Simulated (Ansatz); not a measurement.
Q: Name a neutral molecule of Al, C, N, Si and H with HOMO–LUMO gap (PBE/def2-TZVPP) between 2.00 and 2.30 eV and LUMO energy (PBE/def2-TZVPP) between -3.35 and -3.05 eV (Ansatz, PBE0-D4/def2-TZVP geometry).

A: `N=[C]([AlH2])[SiH3]` (2.09 eV, -3.19 eV). Other molecules can fit too; these were computed, each in one conformer that needn't be the lowest.
